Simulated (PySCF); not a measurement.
C3H5F3, SMILES C[C@H](C(F)F)F.

Coordinates come from a B3LYP-D3(BJ)/def2-SVP optimisation. The structure was generated by enumeration; whether it is a known compound was not checked. Other conformers were not sampled.

Calculation: SMD-M06-2X/def2-SVP (PySCF).

Solvation free energies are E(SMD) − E(gas) at the gas-phase geometry, for 1 M in both phases. In vacuum the dipole moment is 3.34 D.

```csv
solvent,ΔG(solv) (kcal/mol),its non-electrostatic (CDS) part,dipole (D)
water,[?],[?],[?]
1-octanol,-5.4,0.5,4.07
dichloromethane,-6.1,-0.3,4.06
```

Problem. Some entries are withheld; supply them. (An estimate is asked for; the answer gives what the named calculation found.)

Solution. 
- water, ΔG(solv) (kcal/mol): -2.9
- water, its non-electrostatic (CDS) part: 4.1
- water, dipole (D): 4.21
